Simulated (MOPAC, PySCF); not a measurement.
H₂AlClO₂, SMILES `[OH][Al]([OH])[Cl]` (H–O–Al–Cl torsion 0°, Cl–Al–O–H torsion 180°), neutral singlet in the gas phase. 

Cartesian coordinates (Å):
SMILES: [OH][Al]([OH])[Cl]
```xyz
6

O      1.2457    -0.7348     0.0083
Al    -0.0782     0.3125    -0.0066
O     -1.6493    -0.2937     0.0179
Cl     0.1707     2.3870    -0.0556
H      2.1572    -0.4395    -0.0045
H     -1.8461    -1.2314     0.0405
```
Charge 0, multiplicity 1.

All levels are single points at this geometry (B3LYP-D3(BJ)/def2-TZVP); Pople sets use spherical d functions. Orbital energies aren't observables, and empty levels follow the basis.

```tsv
level	HOMO (eV)	LUMO (eV)	gap (eV)	dipole (D)	vertical IE, Delta-SCF (eV)
M06-2X/def2-TZVP in PySCF	-10.66	-0.18	10.48	1.84	12.08
B3LYP/3-21G in PySCF	-8.21	-0.89	7.32	3.00	–
B3LYP/LANL2DZ in PySCF	-8.99	-1.15	7.83	2.58	–
BP86/6-31G* in PySCF	-7.39	-1.46	5.92	2.20	–
M06-2X/6-31G* in PySCF	-10.48	0.03	10.52	2.24	–
PM7 in MOPAC	-11.37	1.28	12.65	2.72	–
```
